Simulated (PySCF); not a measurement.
An unknown is described by computed data only.

Elements present: C, H and O. Monoisotopic mass: 148.0524 u.

- Dipole: 2.15 D [PBE0/pcSseg-1]
- Rotational structure: rotational constants A, B, C: 2.980, 0.634, 0.523 GHz [GFN2-xTB]
- NMR, other nuclei: isotropic shieldings of nuclei other than C and H, by class: -71 (1 O), 88 (1 O) ppm [GIAO PBE0/pcSseg-1]
- 13C NMR: chemical shifts (computed TMS as zero) by class: 168.2 (1 C), 149.6 (1 C), 139.7 (1 C), 137.3 (2 C), 133.8 (2 C), 133.6 (1 C), 101.5 (1 C) ppm [GIAO PBE0/pcSseg-1]
- 1H NMR: chemical shifts (computed TMS as zero) by class: 8.64 (2 H), 8.26 (1 H), 7.88 (1 H), 7.80 (2 H), 5.28 (1 H), 4.99 (1 H) ppm [GIAO PBE0/pcSseg-1]

Gas-phase values; electronic properties from PySCF, density fitting. Levels stand in brackets. One conformer (not necessarily the lowest) at the GFN2-xTB geometry, without solvent, vibrations or thermal averaging. NMR values are class means; diastereotopic atoms form classes of their own.

Q: Which formula fits the mass and the elements?

A: C9H8O2 (calculated 148.0524). No other formula that holds each of these elements comes within 0.0003 u with a fitting electron parity and a possible valence count.

Q: Give a SMILES that accounts for the data.

A: Numbering: `[CH2:1]=[CH:2][O:3][C:4](=[O:5])[c:6]1[cH:7][cH:8][cH:9][cH:10][cH:11]1`. Its formula, C9H8O2, gives 6 degrees of unsaturation: 1 ring and 5 π bonds in the structure found (Kekulé form). 9 carbons fall into 7 classes; from least to most shielded: ester carbonyl carbon [C4] (168.2 ppm), vinylic carbon bearing oxygen [C2] (149.6 ppm), aromatic CH carbon [C9] (139.7 ppm), aromatic CH carbon [C7/C11] (137.3 ppm, 2 C, up to 2.4 ppm apart in this geometry), aromatic CH carbon [C8/C10] (133.8 ppm, 2 C), substituted aromatic carbon [C6] (133.6 ppm), terminal =CH2 carbon [C1] (101.5 ppm). Hydrogen classes from least to most shielded: 2 H on the ortho carbons, C7/C11 (8.64 ppm), 1 H on a vinylic carbon bearing oxygen, C2 (8.26 ppm), 1 H on the para carbon, C9 (7.88 ppm), 2 H on the meta carbons, C8/C10 (7.80 ppm), 1 H on a terminal =CH2 carbon, C1 (5.28 ppm), 1 H on a terminal =CH2 carbon, C1 (4.99 ppm). The other shieldings belong to: -71 ppm, ester carbonyl oxygen [O5]; 88 ppm, ester single-bonded oxygen [O3]. The optimised geometry has point group Cs and is an asymmetric top. Structure: `c1(C(OC=C)=O)ccccc1`. Computed isomers that give other values at the same levels: `C=C(C)C1=CC=CC(=O)C1=O` (13C chemical shifts (computed TMS as zero) by class: 191.9 (1 C), 191.3 (1 C), 149.8 (1 C), 146.3 (1 C), 143.2 (1 C), 137.1 (1 C), 133.8 (1 C), 133.3 (1 C), 24.5 (1 C) ppm); `C1=CC(c2ccco2)C=CO1` (13C chemical shifts (computed TMS as zero) by class: 169.7 (1 C), 146.3 (2 C), 143.6 (1 C), 118.8 (1 C), 118.8 (1 C), 110.3 (2 C), 34.4 (1 C) ppm); `O=Cc1cccc2c1COC2` (13C chemical shifts (computed TMS as zero) by class: 197.2 (1 C), 151.6 (1 C), 148.6 (1 C), 137.8 (1 C), 134.4 (1 C), 132.8 (1 C), 131.8 (1 C), 80.9 (1 C), 78.0 (1 C) ppm). The assignments are read from this structure; whether some other isomer fits the data as well wasn't checked.

The values belong to the conformer `[CH2:1]=[CH:2][O:3][C:4](=[O:5])[c:6]1[cH:7][cH:8][cH:9][cH:10][cH:11]1`: C1–C2–O3–C4 180°, C2–O3–C4–O5 0°, O3–C4–C6–C7 0°.
